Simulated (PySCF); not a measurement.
Ag: excitation energy

Ag [Kr] 4d10 5s1 (2S) → Ag [Kr] 4d10 5d1 (2D), as a difference of total energies. Computed with PySCF 2.14 in aug-cc-pwCVTZ-PP with ECP28MDF (8s8p7d4f3g, 122 functions), with scalar relativity through the core potential. Correlated levels: valence: 4s2 4p6 frozen; valence and next inner shell: nothing frozen outside the core potential. The calculations carry no spin-orbit coupling.

| method | excitation energy (cm⁻¹) | error (cm⁻¹) |
| --- | --- | --- |
| UHF | 48070 | -686 |
| LDA | 58885 | +10129 |
| PBE | 54937 | +6181 |
| PBE0 | 53572 | +4816 |
| r2SCAN | 55466 | +6710 |
| M06-L | 51155 | +2399 |
| TPSSh | 53343 | +4587 |
| BP86 | 55481 | +6725 |
| MP2 (valence) | 56468 | +7712 |
| SCS-MP2 (valence) | 55227 | +6470 |
| MP2 (valence and next inner shell) | 57591 | +8835 |
| SCS-MP2 (valence and next inner shell) | 56033 | +7277 |

Reference: 48756 cm⁻¹ (measured; NIST levels, between the centres of gravity of the two terms).

Errors of the correlated levels include the incompleteness of this basis and the frozen core.

The promoted electron is Rydberg-like, and one or two diffuse shells describe it only roughly, which tends to raise the upper state.

In the upper state the promoted electron has a positive orbital energy at LDA, PBE, r2SCAN, M06-L, TPSSh, BP86, so the basis confines it.
